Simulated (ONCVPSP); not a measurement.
# P, ONCV: configuration errors across variants

ONCVPSP 4.0.1 input, shortened (lines: element, Z, core and valence counts, functional; n l f; lmax; l rc ep ncon nbas qcut; lloc lpopt rc5 dvloc0; l nproj debl; icmod fcfact rcfact), LDA (Perdew-Zunger), non-relativistic:

```
  P 15.00    3    2        3      upf
    1    0    2.00
    2    0    2.00
    2    1    6.00
    3    0    2.00
    3    1    2.00
    1
    0    1.40    0.00    3    8    4.60
    1    1.85    0.00    4    7    4.80
    4    5    1.20    0.00
    0    2    3.20
    1    1    2.40
    0    0.00    0.00
```

All-electron excitation energies from the reference (eV): (1) 3s2 3p3 -9.833; (2) 3s2 3p1 19.262; (3) 3s2 3p0 49.167; (4) 3s0 3p5 7.121.

1 further variants failed, have other tests or another functional or relativity, and are left out.

Errors AE − PS in meV (a dash: test not solved or not reliable):

| change | (1) | (2) | (3) | (4) | bound ghosts | GHOST(+) flags above zero |
| --- | --- | --- | --- | --- | --- | --- |
| base | +4.9 | +15 | +91 | +8.3 | none | s |
| p: rc 1.28 | +5.0 | +14 | +88 | +12 | none | s |
| local potential polynomial inside 1.10 bohr (lpopt 5, dvloc0 0 Ha) | +5.0 | +15 | +91 | +8.3 | none | s |
| s: qcut 4.2 | +5.0 | +15 | +93 | +8.9 | none | s |
| local potential polynomial inside 1.20 bohr (lpopt 5, dvloc0 -2.5 Ha) | +5.2 | +15 | +91 | +8.3 | none | s |
| s: rc 1.46 | +4.9 | +15 | +92 | +8.5 | none | s |
| p: qcut 2.8 | +4.9 | +14 | +91 | +8.4 | none | s |

(1) Give the same row for: s: ncon 5, nbas 10.

Results:

(1) +4.9, +15, +91, +7.2; bound ghosts: none; GHOST(+) flags above zero: s.
